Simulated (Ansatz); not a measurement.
Bonds to the group Y in Y-SnCl3. Gas-phase values, no solvent. Each species was relaxed from one start; no search for lower structures was made at this level. In the def2 sets, heavy atoms carry core potentials. Strings in code marks are SMILES.

All values below come from B3LYP-D3(BJ)/def2-TZVP // PBE0-D3(BJ)/def2-SVP (Ansatz, a quantum-chemistry and plane-wave program). B3LYP has the VWN-RPA correlation part, as in Gaussian. 

```
species                                                                                          HOMO (eV)  HOMO–LUMO gap (eV)
-----------------------------------------------------------------------------------------------  ---------  ------------------
Y = methyl (`[CH3][Sn]([Cl])([Cl])[Cl]`)                                                             -8.83                6.29
Y = tert-butyl (`C[C](C)(C)[Sn]([Cl])([Cl])[Cl]`)                                                    -7.98                5.51
Y = benzyl                                                                                             [?]                4.46
Y = but-3-enyl (`C=CC[CH2][Sn]([Cl])([Cl])[Cl]` (C–C–C–C torsion -116°, C–C–C–Sn torsion 180°))        [?]                5.20
```

### Question
Complete the blanks.

### Answer

- Y = benzyl, HOMO (eV): -7.09
- Y = but-3-enyl (`C=CC[CH2][Sn]([Cl])([Cl])[Cl]` (C–C–C–C torsion -116°, C–C–C–Sn torsion 180°)), HOMO (eV): -7.73
